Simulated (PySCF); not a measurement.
Species: CH₆O₂SiTe.
SMILES with atom numbers: `[CH3:1][O:2][Si@H:3]([OH:4])[TeH:5]` (hydrogens: H6, H7, H8 on C1; H9 on Si3; H10 on O4; H11 on Te5)

Method: PBE0-D3(BJ)/def2-SVP geometry optimisation, gas phase, def2 core potentials past Kr in PySCF 2.14.0; density fitting, grid level 1; the optimiser is geomeTRIC in internal coordinates, started from a GFN2-xTB structure with every atom displaced at random (about 0.01 Å).

Step 2: E = -20387.0662 eV
```
atom  x, y, z in Å  |  force x, y, z in eV/Å
C1     -1.8178   -0.3632    0.1629   -0.005  -0.041  -0.040
O2     -0.9135    0.6894   -0.0140    0.124   0.002   0.056
Si3     0.6985    0.7115    0.3698   -0.128  -0.085  -0.046
O4      1.3399    2.1366   -0.1459   -0.039   0.075   0.015
Te5     1.6952   -1.2958   -0.7792   -0.059   0.017  -0.052
H6     -2.0690   -0.5118    1.2276   -0.004  -0.004   0.005
H7     -2.7439   -0.1254   -0.3815   -0.010  -0.006   0.022
H8     -1.4317   -1.3234   -0.2327   -0.011   0.045   0.015
H9      0.9514    0.6577    1.8310    0.017   0.027   0.009
H10     1.1094    2.4071   -1.0409    0.058  -0.034  -0.027
H11     3.2148   -0.7400   -0.4055    0.057   0.003   0.044
```

Step 3: E = -20387.0734 eV
```
atom  x, y, z in Å  |  force x, y, z in eV/Å
C1     -1.8188   -0.3675    0.1650   -0.133   0.077   0.031
O2     -0.9208    0.6908   -0.0073   -0.014  -0.029  -0.022
Si3     0.6891    0.7126    0.3599    0.066   0.059   0.050
O4      1.3292    2.1428   -0.1473   -0.070   0.076  -0.083
Te5     1.7000   -1.2723   -0.8075   -0.027  -0.010  -0.049
H6     -2.0431   -0.5433    1.2319   -0.002   0.001   0.001
H7     -2.7609   -0.1167   -0.3478    0.033  -0.019   0.033
H8     -1.4431   -1.3133   -0.2607    0.042  -0.078  -0.051
H9      0.9482    0.6695    1.8211    0.021  -0.022  -0.001
H10     1.1385    2.3954   -1.0586    0.071  -0.052   0.059
H11     3.2151   -0.7554   -0.3570    0.012  -0.003   0.033
```

Q: Estimate the geometry and energy of step 4. (The exact step hangs on the optimiser's Hessian estimate; all steps are aligned on step 3, rigid shifts and turns removed.)

A: E = -20387.0817 eV, largest force 0.310 eV/Å
```
atom  x, y, z in Å  |  force x, y, z in eV/Å
C1     -1.8200   -0.3781    0.1693   -0.157   0.137   0.099
O2     -0.9343    0.6924    0.0031   -0.150  -0.052  -0.093
Si3     0.6761    0.7266    0.3446    0.232   0.172   0.113
O4      1.3090    2.1657   -0.1541   -0.092   0.019  -0.099
Te5     1.7022   -1.2262   -0.8578   -0.047  -0.038  -0.044
H6     -1.9979   -0.5995    1.2369    0.008   0.001  -0.005
H7     -2.7855   -0.1107   -0.2883    0.041  -0.018   0.015
H8     -1.4582   -1.3008   -0.3100    0.058  -0.123  -0.083
H9      0.9495    0.6863    1.8041    0.023  -0.060  -0.014
H10     1.1985    2.3793   -1.0885    0.051  -0.043   0.084
H11     3.1940   -0.7925   -0.2677    0.032   0.006   0.027
```

The energy changes by -0.0083 eV. The first-order estimate −F·Δx gives -0.0119 eV and the mean of the old and new forces, exact on a quadratic surface, -0.0084 eV. The step makes an angle of 77° with the force vector and moves no atom by more than 0.099 Å.

What follows is the cost of the whole optimisation. Time: 77 s of wall time; peak memory 0.48 GiB. Hardware: Arm Neoverse V1, one thread, shared host with 32 logical CPUs at a one-minute load of 12.
